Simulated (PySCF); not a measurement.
A structure optimised at PBE0-D3(BJ)/def2-SVPD, used in a PySCF frequency run:

```xyz
4

Pb     0.0000     0.0000     0.8865
I      2.2824     1.3178    -0.4572
I     -2.2824     1.3178    -0.4572
I      0.0000    -2.6355    -0.4572
```
Charge -1, spin multiplicity 1.

Task: Write its SMILES and formula.

Result: [I][Pb-]([I])[I], I₃Pb

Task: What are its rotational constants (standard atomic weights)?

Result: 0.32303, 0.32303, 0.19111 GHz
